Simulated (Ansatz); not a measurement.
A nudged elastic band was laid between two geometries of GaH3O (5 atoms, charge 0, multiplicity 1).

All numbers below come from Ansatz 0.2.0, RKS B3LYP-D4/def2-SVP.

```yaml
movable_images: 7
climbing_image: yes
spring: 5.0 eV/Å²
optimiser: quadratic models (default)
start_path: through a guess of the saddle point
force_threshold: 0.2 eV/Å
iteration_limit: 60
end_points: relaxed
```

Image 0:

```xyz
5
Properties=species:S:1:pos:R:3
Ga 0.385 -0.082 0.199
H 0.205 -0.244 1.750
H 1.680 0.239 -0.611
O -1.060 -0.281 -0.845
H -1.882 -0.480 -0.378
```

Image 8:

```xyz
5
Properties=species:S:1:pos:R:3
Ga -1.116 -0.193 -2.251
H 1.048 -0.010 1.004
H 1.597 0.052 1.531
O -0.814 -0.254 -0.462
H -1.387 -0.442 0.293
```

Q: Which bonds break or form, and what moves?

A: Bonds broken: Ga1–H2, Ga1–H3. Bonds formed: H2–H3. GaH3O becomes GaHO + H2.

Q: Give the energies along the band, and the barrier.

A: The forces met the threshold. The highest image is number 2 of 0 to 8, 3.06 eV above the first end and 3.01 eV above the last; the last end lies 0.05 eV above the first. The threshold of 0.2 eV/Å is loose, so the images may lie well off the minimum-energy path. Neighbouring images differ by up to 2.9 eV, so the band resolves the path poorly. The order of the stationary point at the top wasn't checked. The orbitals stay closed-shell, which can raise the energy where a bond breaks towards radicals; this wasn't checked here.

| image | path coordinate (Å) | energy (eV) | Ga1–H2 (Å) | Ga1–H3 (Å) | H2–H3 (Å) |
| --- | --- | --- | --- | --- | --- |
| 0 | 0.00 | 0.00 | 1.57 | 1.56 | 2.83 |
| 1 | 1.12 | 0.15 | 1.56 | 1.55 | 2.59 |
| 2 | 2.25 | 3.06 | 1.91 | 1.53 | 1.48 |
| 3 | 2.87 | 0.90 | 2.24 | 1.91 | 0.84 |
| 4 | 3.50 | 0.22 | 2.82 | 2.52 | 0.76 |
| 5 | 4.13 | 0.12 | 3.12 | 3.23 | 0.76 |
| 6 | 4.75 | 0.09 | 3.29 | 3.75 | 0.76 |
| 7 | 5.37 | 0.06 | 3.59 | 4.24 | 0.76 |
| 8 | 6.00 | 0.05 | 3.91 | 4.66 | 0.76 |

Q: What is the geometry of the highest image?

A: 
```xyz
5
Properties=species:S:1:pos:R:3
Ga 0.244 -0.449 -0.284
H 0.864 0.427 1.291
H 1.643 -0.378 0.328
O -1.490 -0.022 -0.229
H -1.933 -0.424 -0.991
```

Time of the run: 3.1 min on 1 thread of Intel(R) Xeon(R) 6975P-C (Granite Rapids), on a shared host, peak memory 0.13 GiB.
